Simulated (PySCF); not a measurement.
## Stationary points of SeSF₄

All numbers come from PBE0 in PySCF with Se def2-SVP, S def2-SVP, F def2-SVP; no relativity; density-fitted integrals.

Relaxations began from a few typed shapes. The search is not exhaustive: other isomers or separated fragments can lie lower, and high-lying points may rest on an excited occupation.

Order these stationary points by electronic energy, lowest first, in kJ/mol from the lowest minimum.
A. singlet C3v: Se–F 1.743 Å (×4), Se–S 2.031 Å; F–Se–F 81.3° (×3), F–Se–F 117.8° (×3), F–Se–S 98.7° (×3), F–Se–S 180.0°
B. singlet C4v: Se–F 1.736 Å (×4), Se–S 1.998 Å; F–Se–F 82.7° (×4), F–Se–F 138.2° (×2), F–Se–S 110.9° (×4)
C. singlet C2v: Se–F 1.716 Å (×2), Se–F 1.744 Å (×2), Se–S 2.010 Å; F–Se–F 85.0° (×4), F–Se–F 104.3°, F–Se–F 163.5°, F–Se–S 98.2° (×2), F–Se–S 127.8° (×2)

C (0.0), B (16.5), A (87.9).

Which of them are minima?

By energy in kJ/mol, 0.0: minimum; 16.5: saddle point, 1 imaginary mode; 87.9: saddle point, 2 imaginary modes.

Counting electrons, selenium keeps none of its valence electrons outside its bonds, so the VSEPR class is AX5 and the expected shape is trigonal bipyramidal; with unlike ligands the computed point group is C2v.
